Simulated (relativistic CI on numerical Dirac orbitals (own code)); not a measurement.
## Cu³⁺ in a cubic cluster: 2p photoemission with charge transfer

Computed with a charge-transfer multiplet model of a cubic metal-ligand cluster with up to 2 ligand holes, Slater and spin-orbit integrals from Dirac-Coulomb-Breit ions, Slater integrals scaled by 0.7. The ground state mixes d8 with configurations of k ligand holes L, whose averages lie at kΔ + k(k − 1)U_dd/2; a core hole lowers each added d electron by U_cd. 300 K, Lorentzian 0.6 eV and Gaussian 0.8 eV FWHM.

Atomic integrals in eV (Slater integrals scaled, ζ unscaled), ground: F2dd 9.683, F4dd 6.042, zeta_d 0.110; with the core hole: F2dd 10.861, F4dd 6.812, zeta_d 0.150, zeta_core 13.370, F2cd 6.618, G1cd 5.133, G3cd 2.922.

Cluster parameters (eV): U_dd = 8.5, U_cd = 10.2, 10Dq = 0.8, 10Dq(ligand) = 0.5, V(eg) = 1.7, V(t2g) = -0.85, final-state hopping factor = 1.

```tsv
Case	n_d	d8	d9L	d10L2	S
Δ = 0.1 eV	8.42	0.60	0.39	0.01	1.00
Δ = 1.1 eV	8.32	0.69	0.30	0.01	1.00
Δ = 2.1 eV	8.24	0.77	0.23	0.01	1.00
Δ = 3.1 eV	8.18	0.83	0.17	0.00	1.00
Δ = 4.1 eV	8.14	0.87	0.13	0.00	1.00
```

Weights, n_d and S are thermal averages at 300 K. Binding energies count from the first peak over 30 % of the highest in each spectrum, which can be another peak from case to case. The parameters are a model scan and need not match a compound or its usual spin state. Peaks in eV (height, largest 100):
- Δ = 0.1 eV: 0.0 (100), 5.7 (51), 11.1 (33), 12.2 (35), 15.6 (13), 20.3 (47), 25.1 (40), 33.2 (31), 35.2 (5)
- Δ = 1.1 eV: 0.0 (100), 5.3 (53), 9.8 (41), 10.9 (44), 14.3 (17), 20.3 (47), 25.1 (35), 31.9 (39), 33.9 (7)
- Δ = 2.1 eV: 0.0 (100), 5.3 (58), 8.7 (44), 9.7 (49), 13.0 (20), 20.4 (47), 25.3 (33), 30.7 (46), 32.6 (8)
- Δ = 3.1 eV: 0.0 (100), 5.5 (69), 8.7 (49), 9.4 (49), 11.9 (22), 20.4 (47), 25.6 (34), 29.6 (49), 31.5 (9)
- Δ = 4.1 eV: 0.0 (100), 3.1 (12), 5.7 (89), 8.7 (45), 11.0 (23), 20.5 (46), 26.1 (42), 28.9 (45)

Curve for Δ = 1.1 eV (points under 2 left out, the grid thinned):

| E (eV) | Intensity |
| --- | --- |
| -3.0 | 2.1 |
| -2.2 | 3.7 |
| -1.3 | 11.3 |
| -0.5 | 60.8 |
| 0.4 | 80.0 |
| 1.2 | 20.9 |
| 2.1 | 6.7 |
| 2.9 | 6.1 |
| 3.8 | 13.9 |
| 4.6 | 40.3 |
| 5.5 | 51.8 |
| 6.3 | 23.8 |
| 7.1 | 6.6 |
| 8.0 | 5.0 |
| 8.8 | 11.2 |
| 9.7 | 40.0 |
| 10.5 | 39.9 |
| 11.4 | 39.8 |
| 12.2 | 31.9 |
| 13.1 | 16.4 |
| 13.9 | 15.4 |
| 14.8 | 13.0 |
| 15.6 | 6.1 |
| 16.4 | 4.2 |
| 17.3 | 2.4 |
| 18.1 | 2.5 |
| 19.0 | 5.9 |
| 19.8 | 29.0 |
| 20.7 | 38.3 |
| 21.5 | 9.7 |
| 22.4 | 3.6 |
| 23.2 | 3.4 |
| 24.1 | 9.9 |
| 24.9 | 32.3 |
| 25.7 | 23.2 |
| 26.6 | 4.7 |
| 27.4 | 2.1 |
| 29.6 | 3.7 |
| 30.4 | 14.5 |
| 31.3 | 31.0 |
| 32.1 | 36.5 |
| 33.0 | 10.7 |
| 33.8 | 6.5 |
| 34.7 | 4.3 |
| 35.5 | 2.0 |

For the case Δ = 1.1 eV, Δ = 1.1 eV is smaller than U_dd = 8.5 eV, the charge-transfer side of the Zaanen-Sawatzky-Allen scheme. With the core hole the configuration with one ligand hole lies at Δ − U_cd = -10.1, -9.1, -8.1, -7.1, -6.1 eV from the one without, in the order of the table; where this is negative the screened configuration lies lower.
